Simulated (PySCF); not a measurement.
SMILES N[SiH2][SiH2]c1ccco1 (C₄H₉NOSi₂), GFN2-xTB optimised geometry.

```
17

N      2.53    -0.76    -1.36
Si     2.06    -1.70     0.00
Si    -0.25    -1.70     0.00
C     -0.87     0.07     0.00
C     -1.93     0.71     0.59
C     -1.86     2.07     0.22
C     -0.77     2.17    -0.58
O     -0.16     0.98    -0.71
H      3.51    -0.66    -1.59
H      2.05     0.11    -1.54
H      2.67    -3.01    -0.24
H      2.62    -1.22     1.28
H     -0.88    -2.37    -1.15
H     -0.85    -2.31     1.19
H     -2.67     0.25     1.22
H     -2.53     2.85     0.50
H     -0.33     3.01    -1.08
```

Density from B3LYP/def2-SVP run with PySCF 2.14.0 at that geometry.

Minimum of the electron density along straight lines between bonded atoms, close to the bond critical point (lines longer than 1.1 times the sum of covalent radii, or with two minima, are not listed):

```tsv
bond	length / Å	ρ at the minimum / e bohr⁻³	∇²ρ there / e bohr⁻⁵	position (fraction from the first atom)
N1–Si2	1.723	0.122	0.73	0.60
Si3–C4	1.879	0.111	0.38	0.38
C4–C5	1.368	0.325	-0.83	0.51
C5–C6	1.413	0.294	-0.71	0.50
C6–C7	1.360	0.329	-0.85	0.48
C4–O8	1.360	0.275	0.10	0.33
C7–O8	1.342	0.291	0.06	0.33
N1–H9	1.007	0.331	-1.51	0.76
N1–H10	1.007	0.332	-1.53	0.77
Si2–H11	1.467	0.116	0.34	0.49
Si2–H12	1.480	0.114	0.31	0.49
Si3–H13	1.472	0.115	0.33	0.49
Si3–H14	1.470	0.115	0.34	0.49
C5–H15	1.071	0.287	-1.12	0.63
C6–H16	1.071	0.286	-1.11	0.63
C7–H17	1.073	0.291	-1.17	0.65
```
